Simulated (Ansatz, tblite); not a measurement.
Cost and result up the ladder for GeHMe2(SiH3) (C2H10GeSi) (14 atoms). Charge 0, multiplicity 1. Geometry: r2SCAN-D4/def2-SVP.

```
atom   x (Å)   y (Å)   z (Å)
 Ge1  -0.183   0.006   0.557
  H2  -0.712  -0.321   1.971
  C3   1.623   0.756   0.714
  H4   1.601   1.679   1.314
  H5   2.025   0.999  -0.281
  H6   2.307   0.043   1.200
  C7  -1.368   1.331  -0.273
  H8  -2.396   0.948  -0.351
  H9  -1.013   1.582  -1.285
 H10  -1.386   2.254   0.327
Si11  -0.136  -1.988  -0.748
 H12   0.744  -3.028  -0.125
 H13   0.400  -1.691  -2.115
 H14  -1.506  -2.569  -0.906
```

Ansatz on 4 threads of Intel Xeon on a shared host; xTB runs through tblite on one thread. Times are rough, summed over both states, and most runs start from the orbitals of an earlier one. PBE0-D4/def2-TZVP serves as the yardstick here, not as an exact answer. The other state is a doublet.

The xTB rows come from tblite. HSE06 is defined as in plane-wave codes, on full-range PBE exchange.

Raw xTB energies of ions are shifted by several eV.

| level | functions | wall time |
| --- | --- | --- |
| GFN2-xTB | 36 | 0.033 s |
| GFN1-xTB | 46 | 0.053 s |
| PBE-D4/def2-TZVP | 207 | 11 s |
| PBE0-D4/def2-TZVP | 207 | 19 s |
| HSE06-D4/def2-TZVP (with forces) | 207 | 23 s |

**Question.** Estimate what each level gives for the vertical IE (eV).

**Answer.** 
| level | vertical IE (eV) | difference from PBE0-D4/def2-TZVP (eV) |
| --- | --- | --- |
| GFN2-xTB | 12.66 | 3.05 |
| GFN1-xTB | 13.55 | 3.93 |
| PBE-D4/def2-TZVP | 9.41 | -0.20 |
| PBE0-D4/def2-TZVP | 9.61 | 0.00 |
| HSE06-D4/def2-TZVP (with forces) | 9.60 | -0.01 |
